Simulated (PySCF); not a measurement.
I$_{2}$Sb (SMILES [I][Sb][I]), doublet, geometry from GFN2-xTB (the spin is typed, not shown lowest) (core potentials on I, Sb). Base run: HF/def2-SVP (PySCF).

Here is a job for PySCF.
```python
from pyscf import gto, scf

mol = gto.M(
    atom='''
Sb    1.05305002    0.53019418    0.29488379
I    -0.87992306    1.25449383   -1.52311924
I    -0.13338922   -1.76468068    1.23936314
''',
    basis='def2-svp',
    ecp={'I': 'def2-svp', 'Sb': 'def2-svp'},
    spin=1,
    verbose=5,
)

mf = scf.UHF(mol)
mf.kernel()
mo_i, mo_e, stable_i, stable_e = mf.stability(internal=True, external=True, return_status=True, nroots=6, tol=1e-6)
print('internally stable:', stable_i, ' externally stable:', stable_e)
if not stable_i:
    umf = mf.copy()
    umf.scf_summary = {}
    umf.kernel(umf.make_rdm1(mo_i, mf.mo_occ))
mf.analyze()
```

The bond that is stretched is that between atoms 2 and 1. A test that says stable can miss a lower solution.

Variants of this job, named by their change:

```
change       ΔE vs base (kcal/mol)  <S^2>  E after following the instability (Eh)  <S^2> there   stability test says
-----------  ---------------------  -----  --------------------------------------  -----------  --------------------
base                         0.000  0.765                                       -            -                stable
bond × 1.25                  54.30  0.768                              -832.60674         1.27  internal instability
bond × 1.5                    73.7  0.916                              -832.60491         1.77  internal instability
bond × 1.8                    90.5  0.943                              -832.60751         1.78  internal instability
bond × 2.2                   101.2  0.765                              -832.60766         1.78  internal instability
bond × 3.0                   22.53  1.776                              -832.60763         1.78  internal instability
```

On stretching, the SCF can end on different states; <S^2> shows the spin contamination of each.
